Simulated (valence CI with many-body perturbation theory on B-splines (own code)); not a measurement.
## Forbidden lines of Hf51+

Computed by relativistic CI+MBPT: three valence electrons over a frozen Dirac-Fock core [Ar], radial functions for each j: 7 s, 7 p, 8 d, 6 f, 4 g, 1 h, with the one-electron correlation potential Σ1, the two-electron term Σ2, the three-electron term Σ3, Breit, model QED; selected CI, second order for the rest, scaled by the run's own slope (own B-spline code, finite nucleus).

The last digits are not significant, and no measured levels were compared; by estimate large intervals hold to a few tenths of a per cent, small ones and those within an open d or f shell to about a per cent. The list stops below the first excitations out of the core. Only levels of the ground parity were solved; by the run's estimate the other parity begins above the list, which can be wrong where configurations are misplaced.

Lines 1 to 50 of 53 in falling wavelength, among levels below 223.45 eV, chosen from the decays that carry over 1 % of a level's rate. Wavelengths and rates use the calculated energies. Electric multipoles are in the length gauge, E1 and E2 with the static RPA response of the core. Weak lines are less certain than strong ones. Lines between different terms over intervals too small for the method are left out, as are lines whose strength nearly cancels. The highest levels of a list are the least certain. Branching is blank where the lifetime is uncertain.

Levels are named by their leading jj configuration (3d3/2^4 stands for four electrons in 3d with j = 3/2), which in mixed levels can hold well under half, so a name can repeat and another be missing. Letters in brackets count levels of one name in rising energy.

```
λ vac (nm)                      Upper                      Lower  Type   A (s⁻¹)  Branch %
     127.9      (3d3/2^2 3d5/2) J=7/2  (3d3/2^2 3d5/2) J=5/2 [a]    M1  5.96e+03      96.1
     127.2      (3d3/2^2 3d5/2) J=9/2  (3d3/2^2 3d5/2) J=5/2 [a]    E2  4.93e-04          
     54.30  (3d3/2 3d5/2^2) J=7/2 [b]  (3d3/2 3d5/2^2) J=7/2 [a]    M1  1.42e+04       1.1
     51.88  (3d3/2^2 3d5/2) J=5/2 [b]      (3d3/2^2 3d5/2) J=7/2    M1  8.01e+03       3.2
     45.23  (3d3/2^2 3d5/2) J=5/2 [b]      (3d3/2^2 3d5/2) J=3/2    M1  3.31e+04      13.3
     41.81  (3d3/2 3d5/2^2) J=3/2 [b]      (3d3/2 3d5/2^2) J=1/2    M1  2.84e+04       1.1
     38.17  (3d3/2 3d5/2^2) J=3/2 [b]  (3d3/2 3d5/2^2) J=3/2 [a]    M1  4.55e+04       1.8
     36.91  (3d3/2^2 3d5/2) J=5/2 [b]  (3d3/2^2 3d5/2) J=5/2 [a]    M1  1.12e+04       4.5
     30.08  (3d3/2 3d5/2^2) J=3/2 [a]  (3d3/2^2 3d5/2) J=5/2 [b]    M1  7.65e+04       1.5
     29.91            (3d5/2^3) J=3/2  (3d3/2 3d5/2^2) J=3/2 [b]    M1  1.32e+05       2.5
     27.07  (3d3/2 3d5/2^2) J=5/2 [a]  (3d3/2^2 3d5/2) J=5/2 [b]    M1  4.27e+05      16.6
     24.18            (3d5/2^3) J=5/2  (3d3/2 3d5/2^2) J=3/2 [b]    M1  2.73e+05       4.3
     22.99  (3d3/2 3d5/2^2) J=5/2 [b]  (3d3/2^2 3d5/2) J=5/2 [b]    M1  7.68e+05      47.5
     22.69  (3d3/2 3d5/2^2) J=7/2 [b]  (3d3/2^2 3d5/2) J=5/2 [b]    M1  1.66e+05      13.0
     22.26  (3d3/2 3d5/2^2) J=7/2 [a]      (3d3/2^2 3d5/2) J=7/2    M1  8.08e+05      19.5
     22.15            (3d5/2^3) J=9/2     (3d3/2 3d5/2^2) J=11/2    M1  1.76e+05       3.6
     21.80  (3d3/2^2 3d5/2) J=5/2 [a]            (3d3/2^3) J=3/2    M1  2.29e+06     100.0
     20.66      (3d3/2 3d5/2^2) J=9/2      (3d3/2^2 3d5/2) J=9/2    M1  1.55e+06      63.6
     20.64      (3d3/2 3d5/2^2) J=9/2      (3d3/2^2 3d5/2) J=7/2    M1  8.86e+05      36.4
     20.25            (3d5/2^3) J=3/2  (3d3/2 3d5/2^2) J=5/2 [b]    M1  1.17e+05       2.3
     19.67      (3d3/2^2 3d5/2) J=3/2            (3d3/2^3) J=3/2    M1  1.85e+06      99.9
     19.53  (3d3/2 3d5/2^2) J=3/2 [a]      (3d3/2^2 3d5/2) J=1/2    M1  5.17e+05      10.4
     19.00            (3d5/2^3) J=9/2      (3d3/2 3d5/2^2) J=9/2    M1  1.97e+06      40.2
     18.96  (3d3/2 3d5/2^2) J=7/2 [a]  (3d3/2^2 3d5/2) J=5/2 [a]    M1  3.33e+06      80.4
     18.70      (3d3/2 3d5/2^2) J=1/2      (3d3/2^2 3d5/2) J=1/2    M1  3.00e+06      93.9
     18.63      (3d3/2^2 3d5/2) J=7/2            (3d3/2^3) J=3/2    E2  2.43e+02       3.9
     18.18      (3d3/2^2 3d5/2) J=1/2            (3d3/2^3) J=3/2    M1  6.92e+05      99.7
     18.07  (3d3/2 3d5/2^2) J=3/2 [a]      (3d3/2^2 3d5/2) J=3/2    M1  2.98e+06      60.1
     17.89     (3d3/2 3d5/2^2) J=11/2      (3d3/2^2 3d5/2) J=9/2    M1  9.70e+05      99.8
     17.88            (3d5/2^3) J=3/2  (3d3/2 3d5/2^2) J=5/2 [a]    M1  1.76e+06      34.0
     17.81            (3d5/2^3) J=9/2  (3d3/2 3d5/2^2) J=7/2 [a]    M1  2.73e+06      55.6
     17.79  (3d3/2 3d5/2^2) J=5/2 [a]      (3d3/2^2 3d5/2) J=7/2    M1  1.46e+05       5.7
     17.62            (3d5/2^3) J=5/2  (3d3/2 3d5/2^2) J=7/2 [b]    M1  6.41e+05      10.1
     17.45            (3d5/2^3) J=5/2  (3d3/2 3d5/2^2) J=5/2 [b]    M1  1.12e+06      17.6
     17.44            (3d5/2^3) J=3/2      (3d3/2 3d5/2^2) J=1/2    M1  1.24e+06      24.0
     17.35      (3d3/2 3d5/2^2) J=1/2      (3d3/2^2 3d5/2) J=3/2    M1  1.83e+05       5.7
     16.94  (3d3/2 3d5/2^2) J=5/2 [a]      (3d3/2^2 3d5/2) J=3/2    M1  1.68e+06      65.6
     16.82  (3d3/2 3d5/2^2) J=3/2 [b]  (3d3/2^2 3d5/2) J=5/2 [b]    M1  1.66e+06      65.8
     16.77            (3d5/2^3) J=3/2  (3d3/2 3d5/2^2) J=3/2 [a]    M1  1.90e+06      36.8
     16.57  (3d3/2 3d5/2^2) J=3/2 [a]  (3d3/2^2 3d5/2) J=5/2 [a]    M1  1.37e+06      27.6
     15.93  (3d3/2 3d5/2^2) J=5/2 [b]      (3d3/2^2 3d5/2) J=7/2    M1  7.67e+05      47.4
     15.80  (3d3/2 3d5/2^2) J=7/2 [b]      (3d3/2^2 3d5/2) J=9/2    M1  4.66e+05      36.4
     15.79  (3d3/2 3d5/2^2) J=7/2 [b]      (3d3/2^2 3d5/2) J=7/2    M1  5.13e+05      40.1
     15.66            (3d5/2^3) J=5/2  (3d3/2 3d5/2^2) J=5/2 [a]    M1  1.43e+06      22.6
     15.62  (3d3/2 3d5/2^2) J=5/2 [a]  (3d3/2^2 3d5/2) J=5/2 [a]    M1  2.95e+05      11.5
     14.80            (3d5/2^3) J=5/2  (3d3/2 3d5/2^2) J=3/2 [a]    M1  1.86e+06      29.4
     14.16  (3d3/2 3d5/2^2) J=5/2 [b]  (3d3/2^2 3d5/2) J=5/2 [a]    M1  5.36e+04       3.3
     14.05  (3d3/2 3d5/2^2) J=7/2 [b]  (3d3/2^2 3d5/2) J=5/2 [a]    M1  1.15e+05       9.0
     13.71  (3d3/2^2 3d5/2) J=5/2 [b]            (3d3/2^3) J=3/2    M1  1.96e+05      78.8
     13.31            (3d5/2^3) J=5/2  (3d3/2 3d5/2^2) J=7/2 [a]    M1  9.72e+05      15.3
```
